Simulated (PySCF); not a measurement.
Compound: (Br2Ga-mu-SH)3.
Structure used (PBE0-D3(BJ)/def2-SVP), in Å, numbered top down from 1:
```xyz
15
Br6Ga3H3S3 angstrom
Ga     0.986    1.784   -0.390
Br     2.573    1.050    1.114
Br     1.398    3.686   -1.584
S     -0.985    2.069    0.839
Ga    -1.705   -0.074    1.612
Br    -3.375   -0.666    0.159
Br    -2.010    0.179    3.861
S      0.000   -1.676    1.365
Ga     0.455   -1.991   -0.919
Br    -1.219   -3.201   -1.890
Br     2.639   -2.680   -1.019
S      0.365    0.155   -1.963
H     -1.815    2.099   -0.231
H      1.070   -0.867    1.619
H      1.591    0.058   -2.530
```

The calculation used TDDFT PBE0/def2-SVPD, vertical, gas phase, core orbitals frozen in the response (PySCF). Relativistic effects, spin–orbit coupling among them, are left out although an element past zinc is present.

Kohn–Sham orbitals with the atoms that hold most of them (Löwdin shares over 4%, at most four atoms; ? is withheld):

| orbital | ε (eV) | atoms |
| --- | --- | --- |
| LUMO+2 | -1.85 | S8 15%, S12 14%, Ga9 14%, Br10 12% |
| LUMO+1 | -2.00 | S4 15%, S8 13%, Ga5 11%, S12 11% |
| LUMO | ? | ? |
| HOMO | -8.37 | Br10 52%, Br6 28%, Br11 10% |
| HOMO-1 | -8.57 | ? |
| HOMO-2 | -8.66 | Br11 40%, Br10 21%, Br3 8%, Br7 7% |
| HOMO-3 | -8.71 | Br11 49%, Br10 20%, Br7 12%, Br6 6% |

Task: Which atoms hold the LUMO, and with what shares?

Result: Br3 (bonded to Ga) 13%; Ga1 (bonded to 2 Br and 2 S) 13%; S4 (bonded to 2 Ga and H) 12%; S12 (bonded to 2 Ga and H) 11%. By element: sulfur 23% or more, bromine 13% or more, gallium 13% or more.

Task: Which atoms hold the HOMO-1, and with what shares?

Result: Br10 (bonded to Ga) 29%; Br7 (bonded to Ga) 24%; Br11 (bonded to Ga) 16%; Br3 (bonded to Ga) 9%.

Task: What is the LUMO energy, and the HOMO–LUMO gap?

Result: ε(LUMO) = -2.23 eV; the gap is 6.14 eV (0.2257 hartree).

Task: The HOMO–LUMO gap is 6.14 eV. Where does the response calculation put the lowest singlet, and from which orbitals?

Result: S1 is at 5.21 eV (f = 0.012), 0.93 eV below the gap, made of HOMO→LUMO (74%), HOMO→LUMO+1 (11%). 

Task: One configuration dominates each of S1 and S2. Which, and how do the shares of the two leading atoms of either orbital change from the occupied to the empty one?

Result: 
- S1 (5.21 eV, f 0.012), HOMO→LUMO (74%): Br10 52% → at most 11%, Br6 28% → at most 11%, Br3 at most 4% → 13%, Ga1 at most 4% → 13%
- S2 (5.33 eV, f 0.0025), HOMO-1→LUMO (73%): Br10 29% → at most 11%, Br7 24% → at most 11%, Br3 9% → 13%, Ga1 at most 9% → 13%

One conformer stands for the species.
